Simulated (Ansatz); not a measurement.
Reaction (ligand exchange at a B–F bond): `FB[SiH2]S` + `OCF` → `FCOB[SiH2]S` + H–F

Gas-phase electronic energies from Ansatz, PBE0-D4/def2-TZVP geometries. CCSD(T)/CBS adds triple-zeta CCSD(T) − MP2 to the extrapolated MP2 energy (def2 sets, frozen cores). This one scheme is used for every species. Functionals use def2-TZVPP. One conformer a species, not always the lowest.

| level | ΔE (kJ/mol) | difference from CCSD(T)/CBS |
| --- | --- | --- |
| PBE-D4 | 6.3 | 7.2 |
| ωB97X-V | 8.0 | 8.9 |
| ωB97M-V | 6.4 | 7.3 |
| B2PLYP | 7.9 | 8.8 |
| PBE | 10.4 | 11.3 |
| r2SCAN | 10.4 | 11.3 |
| PBE0 | 8.2 | 9.1 |
| HF/def2-TZVPP | 17.2 | 18.1 |
| MP2/def2-TZVPP | -1.9 | -1.0 |
| SCS-MP2/def2-TZVPP | 2.5 | 3.4 |
| CCSD/def2-TZVPP | 3.2 | 4.1 |
| HF/def2-QZVPP | 16.7 | 17.6 |
| MP2/def2-QZVPP | -3.1 | -2.2 |
| SCS-MP2/def2-QZVPP | 1.3 | 2.2 |
| MP2/CBS(def2) | -3.6 | -2.7 |
| CCSD/CBS(def2) | 1.5 | 2.4 |
| CCSD(T)/CBS | -0.9 | 0 |

Largest T1 diagnostic among the species: 0.014.

The D4 term adds −6.3 kJ/mol with B3LYP and −3.8 kJ/mol with PBE0; it sums over pairs of atoms, weighted by their polarisabilities, and B3LYP, whose exchange is more repulsive, gets the larger term. In def2-TZVPP, CCSD(T) changes the Hartree–Fock value by −16.3 kJ/mol (the triples alone add −2.3 kJ/mol) and MP2 by −19.1 kJ/mol.

B3LYP here is the variant with VWN-RPA as its local correlation; programs differ in this.
